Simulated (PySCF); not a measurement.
H6FN3Si, singlet, at a GFN2-xTB geometry; CASSCF(4,5)/STO-3G (PySCF).

Input for PySCF:
```python
from pyscf import gto, scf, mcscf
import numpy

mol = gto.M(
    atom='''
N    -1.00724228   -0.99688349    0.98975073
Si   -0.00575575   -0.00780284   -0.00185603
N     0.61312638   -0.82986838   -1.38140093
N    -0.69340431    1.44067650   -0.61299095
F     1.13099764    0.48521643    1.04232761
H    -0.57030209   -1.52959510    1.72318767
H    -1.74182035   -1.53263075    0.56097203
H     1.10035778   -0.28563806   -2.07351480
H     1.07952115   -1.71167109   -1.24793684
H    -1.37833767    1.37042804   -1.34499962
H    -0.97517563    2.13392642    0.05981543
''',
    basis='sto-3g',
    verbose=4,
)

mf = scf.RHF(mol)
mf.kernel()
mc = mcscf.CASSCF(mf, 5, 4)
mc.fix_spin_(ss=0.0)
mc = mc.newton()
mc.kernel()
occ = numpy.linalg.eigvalsh(mc.fcisolver.make_rdm1(mc.ci, mc.ncas, mc.nelecas))[::-1]
ss = mc.fcisolver.spin_square(mc.ci, mc.ncas, mc.nelecas)[0]
print('natural occupations', occ.round(4), ' <S^2>', round(ss, 4))
```

It wrote (shortened):

```
PySCF version 2.14.0

[INPUT] verbose = 4
[INPUT] num. atoms = 11
[INPUT] num. electrons = 50
[INPUT] charge = 0
[INPUT] spin (= nelec alpha-beta = 2S) = 0
[INPUT] symmetry False subgroup None
[INPUT] Mole.unit = angstrom
[INPUT] Symbol           X                Y                Z      unit          X                Y                Z       unit  Magmom
[INPUT]  1 N     -1.007242280000  -0.996883490000   0.989750730000 AA   -1.903412050282  -1.883836774201   1.870357811288 Bohr   0.0
[INPUT]  2 Si    -0.005755750000  -0.007802840000  -0.001856030000 AA   -0.010876791141  -0.014745230594  -0.003507388379 Bohr   0.0
[INPUT]  3 N      0.613126380000  -0.829868380000  -1.381400930000 AA    1.158640937946  -1.568223957636  -2.610469425919 Bohr   0.0
[INPUT]  4 N     -0.693404310000   1.440676500000  -0.612990950000 AA   -1.310344239493   2.722484019097  -1.158385012337 Bohr   0.0
[INPUT]  5 F      1.130997640000   0.485216430000   1.042327610000 AA    2.137275787129   0.916926163839   1.969713714972 Bohr   0.0
[INPUT]  6 H     -0.570302090000  -1.529595100000   1.723187670000 AA   -1.077714758367  -2.890515820477   3.256352757527 Bohr   0.0
[INPUT]  7 H     -1.741820350000  -1.532630750000   0.560972030000 AA   -3.291563419694  -2.896252367587   1.060083500241 Bohr   0.0
[INPUT]  8 H      1.100357780000  -0.285638060000  -2.073514800000 AA    2.079374843234  -0.539777704152  -3.918375087232 Bohr   0.0
[INPUT]  9 H      1.079521150000  -1.711671090000  -1.247936840000 AA    2.039999319176  -3.234589575436  -2.358258848355 Bohr   0.0
[INPUT] 10 H     -1.378337670000   1.370428040000  -1.344999620000 AA   -2.604680703471   2.589733669024  -2.541680919444 Bohr   0.0
[INPUT] 11 H     -0.975175630000   2.133926420000   0.059815430000 AA   -1.842814864050   4.032536503774   0.113034780723 Bohr   0.0

nuclear repulsion = 262.180225790738
number of shells = 23
number of NR pGTOs = 105
number of NR cGTOs = 35
basis = sto-3g
ecp = {}

******** <class 'pyscf.scf.hf.RHF'> ********
method = RHF
initial guess = minao
damping factor = 0
level_shift factor = 0
DIIS = <class 'pyscf.scf.diis.CDIIS'>
diis_start_cycle = 1
diis_space = 8
diis_damp = 0
SCF conv_tol = 1e-09
SCF conv_tol_grad = None
SCF max_cycles = 50
direct_scf = True
direct_scf_tol = 1e-13
Set gradient conv threshold to 3.16228e-05
Initial guess from minao.
init E= -548.925414385873
  HOMO = -0.3009173319459  LUMO = 0.216823269982401  gap/eV = 14.08844
cycle= 1 E= -548.322539719858  delta_E= 0.603  |g|= 0.515  |ddm|= 4.05
  HOMO = -0.249718789325425  LUMO = 0.500617497531333  gap/eV = 20.41769
cycle= 2 E= -548.427695060503  delta_E= -0.105  |g|= 0.0875  |ddm|= 0.878
  HOMO = -0.312912011670249  LUMO = 0.476426796921483  gap/eV = 21.47900
cycle= 3 E= -548.43121303676  delta_E= -0.00352  |g|= 0.0245  |ddm|= 0.164
  HOMO = -0.312241894085689  LUMO = 0.475902684672538  gap/eV = 21.44651
cycle= 4 E= -548.431631090674  delta_E= -0.000418  |g|= 0.0052  |ddm|= 0.0698
  HOMO = -0.313442997491926  LUMO = 0.47596038520526  gap/eV = 21.48076
cycle= 5 E= -548.431652756845  delta_E= -2.17e-05  |g|= 0.00102  |ddm|= 0.0178
  HOMO = -0.313013617055341  LUMO = 0.476395896930011  gap/eV = 21.48093
cycle= 6 E= -548.431653493729  delta_E= -7.37e-07  |g|= 0.000172  |ddm|= 0.00342
  HOMO = -0.313075843636412  LUMO = 0.476357849880421  gap/eV = 21.48158
cycle= 7 E= -548.431653515595  delta_E= -2.19e-08  |g|= 4.56e-05  |ddm|= 0.000547
  HOMO = -0.313071920986418  LUMO = 0.476349950255323  gap/eV = 21.48126
cycle= 8 E= -548.431653517324  delta_E= -1.73e-09  |g|= 1.31e-05  |ddm|= 0.000154
  HOMO = -0.313073105926206  LUMO = 0.476351048882839  gap/eV = 21.48133
cycle= 9 E= -548.431653517466  delta_E= -1.41e-10  |g|= 2.5e-06  |ddm|= 4.73e-05
  HOMO = -0.313072936284991  LUMO = 0.476351120666327  gap/eV = 21.48132
Extra cycle  E= -548.431653517471  delta_E= -5.68e-12  |g|= 1.1e-06  |ddm|= 5.47e-06
converged SCF energy = -548.431653517471

******** <class 'pyscf.mcscf.newton_casscf.CASSCF'> ********
CAS (2e+2e, 5o), ncore = 23, nvir = 7
max_cycle_macro = 50
max_cycle_micro = 10
conv_tol = 1e-07
conv_tol_grad = None
orbital rotation max_stepsize = 0.03
augmented hessian ah_max_cycle = 30
augmented hessian ah_conv_tol = 1e-12
augmented hessian ah_linear dependence = 1e-14
augmented hessian ah_level shift = 1e-08
augmented hessian ah_start_tol = 500
augmented hessian ah_start_cycle = 3
augmented hessian ah_grad_trust_region = 3
kf_trust_region = 3
kf_interval = 5
natorb = False
canonicalization = True
internal_rotation = False
******** <class 'pyscf.fci.addons.SpinPenaltyFCISolver'> ********
max. cycles = 50
conv_tol = 1e-08
davidson only = True
linear dependence = 1e-12
level shift = 0.001
max iter space = 12
nroots = 1
pspace_size = 400
spin = None

WARN: SO-CASSCF (Second order CASSCF) is an experimental feature. Its performance is bad for large systems.

CASCI E = -548.433634122126  dE = -548.43363  S^2 = 0.0000000
Set conv_tol_grad to 0.000316228
macro 1 (10 JK  6 micro), CASSCF E = -548.436479785505  dE = -0.002846  |grad|=0.014  S^2 = 0.0000000
macro 2 (10 JK  6 micro), CASSCF E = -548.441772296818  dE = -0.005293  |grad|=0.0187  S^2 = 0.0000000
macro 3 (10 JK  6 micro), CASSCF E = -548.446465318648  dE = -0.004693  |grad|=0.0169  S^2 = 0.0000000
macro 4 (10 JK  6 micro), CASSCF E = -548.450618326586  dE = -0.004153  |grad|=0.0118  S^2 = 0.0000000
macro 5 (10 JK  6 micro), CASSCF E = -548.452662418677  dE = -0.002044  |grad|=0.00444  S^2 = 0.0000000
macro 6 (23 JK  18 micro), CASSCF E = -548.45304873465  dE = -0.0003863  |grad|=0.0143  S^2 = 0.0000000
macro 7 (11 JK  7 micro), CASSCF E = -548.453208008969  dE = -0.0001593  |grad|=0.00133  S^2 = 0.0000000
macro 8 (10 JK  6 micro), CASSCF E = -548.453246756426  dE = -3.875e-05  |grad|=0.000986  S^2 = 0.0000000
macro 9 (13 JK  8 micro), CASSCF E = -548.45324802614  dE = -1.27e-06  |grad|=3.83e-05  S^2 = 0.0000000
macro 10 (1 JK  0 micro), CASSCF E = -548.453248026142  dE = -1.705e-12  |grad|=2.04e-05  S^2 = 0.0000000
newton CASSCF converged in 10 macro (21 KF 87 Hx) steps
CASSCF canonicalization
Density matrix diagonal elements [1.98500422 1.98714647 0.0161895  0.00301818 0.00864164]
CASSCF energy = -548.453248026142
CASCI E = -548.453248026142  E(CI) = -4.65146439918806  S^2 = 0.0000000
natural occupations [1.9882e+00 1.9843e+00 1.6000e-02 1.0600e-02 9.0000e-04]  <S^2> 0.0
```
